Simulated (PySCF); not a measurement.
A GIAO shielding run with PySCF 2.14.0 with density-fitted response routines (density fitting, non-relativistic, gas phase) on `C1(O[SiH2][SiH2]N)CCCC1`, C₅H₁₅NOSi₂:

```
$ OMP_NUM_THREADS=1 python probes_run.py task.json out

{"job": {"kind": "nmr", "xc": "PBE0", "basis": "pcSseg-1"}, "charge": 0, "multiplicity": 1}
N      3.665959     0.694966    -0.830751
Si     3.381779    -0.818420    -0.049582
Si     1.603851    -0.564301     1.361156
O      0.351228    -0.559983     0.329799
C     -1.021413    -0.510283     0.605519
C     -1.498634     0.929897     0.855051
C     -2.045420     1.391041    -0.492755
C     -2.755214     0.142699    -1.008574
C     -1.799369    -0.993237    -0.635536
H      2.888133     1.172620    -1.257219
H      4.487932     0.809771    -1.402093
H      3.277496    -1.949894    -0.997447
H      4.623842    -1.053833     0.695889
H      1.581523     0.640183     2.213436
H      1.425785    -1.656967     2.335071
H     -1.220298    -1.140810     1.480210
H     -2.294697     0.927271     1.600777
H     -0.679653     1.547366     1.218180
H     -1.221059     1.650001    -1.158645
H     -2.708087     2.250761    -0.404451
H     -3.707029     0.019169    -0.488625
H     -2.952046     0.180408    -2.078890
H     -2.322022    -1.929755    -0.449683
H     -1.074324    -1.158908    -1.433280
```

Hardware: 1 thread of an Arm Neoverse N1, shared host. The job also computes population analyses, field gradients, ring-centre shieldings.

(1) How large is the calculation?

(2) How long does it take, and how much memory does it need?

## Answers

(1) 88 electrons, 242 basis functions and 1296 auxiliary functions.

(2) 2.2 min of wall time, with 13 SCF cycles and 4 response iterations; peak memory 1.1 GiB. Times on a shared host scatter by some tens of per cent.
